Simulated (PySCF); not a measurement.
Compound: C6H9FN (doublet state).
Structure used (GFN2-xTB), in Å, numbered top down from 1:
```
atom  x, y, z in Å
C1    -1.2731    1.5334    1.3556
C2    -0.4985    0.9342    0.4137
C3     0.1120    1.3214   -0.7738
C4     0.7444   -0.0139   -1.0308
N5     2.1844   -0.0168   -1.0869
C6     0.0294   -0.4884    0.2934
C7    -0.9959   -1.5969    0.1827
F8     0.9489   -0.8223    1.2795
H9    -1.5434    2.5704    1.2680
H10   -1.6120    0.9954    2.2220
H11    0.1561    2.2426   -1.3198
H12    0.3726   -0.5343   -1.9220
H13    2.5389   -0.9672   -1.0934
H14    2.5672    0.4521   -0.2719
H15   -1.4980   -1.7310    1.1387
H16   -1.7314   -1.3365   -0.5732
H17   -0.5085   -2.5303   -0.0915
```

The hyperfine couplings belong to this conformer and change with its torsions.

As a line formula: `[C@@]1(F)(C)[C@H](N)[CH]C1=C` [radical].

Method used: PySCF 2.14.0, UKS B3LYP, pcH-1 on C F H N, non-relativistic, mean-field spin-orbit, GIAO. The structure is a single GFN2-xTB conformer in the gas phase; no vibrational or solvent corrections. Couplings are sensitive to structure, and on GFN2-xTB geometries they can be far from those on DFT ones. The SCF solution wasn't tested for stability. ⟨S²⟩ is 0.777 where a pure state has 0.75.

Principal values of hyperfine tensors in MHz (contact and dipolar terms together), for some of the nuclei:

```json
{"atom": "H12", "isotope": "1H", "A1": "61.24", "A2": "62.41", "A3": "69.86"}
{"atom": "C3", "isotope": "13C", "A1": "8.41", "A2": "10.49", "A3": "162.22"}
{"atom": "C1", "isotope": "13C", "A1": "1.63", "A2": "3.04", "A3": "152.69"}
{"atom": "C2", "isotope": "13C", "A1": "-78.10", "A2": "-39.75", "A3": "-30.78"}
{"atom": "H10", "isotope": "1H", "A1": "-66.02", "A2": "-41.93", "A3": "-16.46"}
{"atom": "H9", "isotope": "1H", "A1": "-61.76", "A2": "-41.09", "A3": "-16.43"}
{"atom": "F8", "isotope": "19F", "A1": "-42.32", "A2": "-18.85", "A3": "-16.38"}
{"atom": "C4", "isotope": "13C", "A1": "-24.25", "A2": "-22.78", "A3": "-20.79"}
```

Task: Split each tensor into its isotropic and traceless parts, and turn a_iso into mT with g = 2.0026.

Result: a_iso is a third of the trace, T = A − a_iso, and a(mT) = a(MHz)/(g × 13.996).

| atom | a_iso (MHz) | a_iso (mT) | T1 | T2 | T3 |
| --- | --- | --- | --- | --- | --- |
| H12 | 64.51 | 2.301 | -3.26 | -2.09 | 5.36 |
| C3 | 60.38 | 2.154 | -51.97 | -49.88 | 101.85 |
| C1 | 52.45 | 1.871 | -50.82 | -49.42 | 100.24 |
| C2 | -49.54 | -1.768 | -28.56 | 9.79 | 18.76 |
| H10 | -41.47 | -1.480 | -24.55 | -0.46 | 25.01 |
| H9 | -39.76 | -1.418 | -22.00 | -1.33 | 23.33 |
| F8 | -25.85 | -0.922 | -16.47 | 7.00 | 9.47 |
| C4 | -22.61 | -0.807 | -1.64 | -0.17 | 1.82 |

Task: What spin density at the nucleus of H12 lies behind its contact coupling (g_N = 5.58569)?

Result: a_FC = (2μ0/3) gₑ μB g_N μN ρ(0)/(2S·h) = 800.24 MHz × g_N × ρ(0)/(2S), with ρ in bohr⁻³. With a_FC = 64.51 MHz and 2S = 1, ρ(0) = 0.01443 bohr⁻³. In magnitude that is 4.5 % of the 1/π = 0.318 of a free hydrogen atom.

Task: H11 (1H, g_N = 5.58569) isn't in the table. Its spin density at the nucleus is -0.008986 bohr⁻³. What is its contact coupling?

Result: By the same relation, a_FC = -40.2 MHz. Its full tensor has the principal values -63.07, -41.44, -15.98 MHz.

Task: In a single crystal, with the field along each principal axis of the tensor of C3 in turn, what first-order splitting does this nucleus give (isotropic g, quadrupole terms neglected)?

Result: 2 lines (I = 1/2), spaced by |A_i|/(g × 13.996): 0.30, 0.37, 5.79 mT along the axes of A1, A2 and A3.

On Arm Neoverse N1, one thread (shared host), this took 2.0 min of wall time (grids of density and orbitals included) and 0.97 GiB of memory at its peak.
